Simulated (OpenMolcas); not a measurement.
A calculation on S2+.

```json
{
  "Program": "OpenMolcas",
  "Method": "MS-RASPT2, IPEA 0.25 Eh, imaginary shift 0.1 Eh (closed shells correlated: 2s 2p)",
  "Basis": "ANO-RCC-VQZP [6s5p3d2f1g]",
  "Scalar Hamiltonian": "DKH2, point nucleus",
  "Active space": "4 electrons in 9 orbitals (RAS2 3s 3p; RAS3 3d, at most 2 electrons)",
  "State averaging": "2S+1 = 3 even, 6 roots; 2S+1 = 1 even, 12 roots; 2S+1 = 5 odd, 1 root; 2S+1 = 3 odd, 8 roots; 2S+1 = 1 odd, 8 roots",
  "Spin-orbit coupling": "RASSI with atomic mean-field integrals over the reference wave functions, term energies averaged over their components"
}
```

Question: Which level of the active space comes out lowest?

Answer: 3s2 3p2 3P0, with 100 % of that term; it is also the measured ground level.

Question: How high does 3s2 3p2 3P2 lie?

Answer: 734 cm-1 above the lowest level; measured 833 cm-1 above the ground level, so the calculation is off by -12 %.

Question: How high does 3s 3p3 3D* 3 lie?

Answer: 83670 cm-1 above the lowest level; measured 84099 cm-1 above the ground level, so the calculation is off by -1 %.

Question: How high does 3s 3p3 3P* 1 lie?

Answer: 98580 cm-1 above the lowest level; measured 98766 cm-1 above the ground level, so the calculation is off by 0 %.

Measured values: NIST levels in Podobedova, Kelleher and Wiese, J. Phys. Chem. Ref. Data 38, 171 (2009).

Term energies are means over components that CASPT2 splits; among the terms shown or strongly mixed into the levels shown the widest spread is 22 cm-1 (3s 3p3 3D*). The run also gave levels led by 3s 3p2 3d, 3s2 3p 3d, which use shells meant for correlation; these and all levels above them are left out. Some terms mix strongly with configurations of 3d, whose occupation reaches 0.21 (3s 3p3 3D*, 3s 3p3 3P*). Computed and measured levels are paired by configuration, term and J; levels that our copy of the source lacks, or whose pairing is in doubt (as where it misses far off the trend of its configuration), stay unpaired and out of the deviations. Levels of configurations outside the active space are missing.

* marks odd parity.
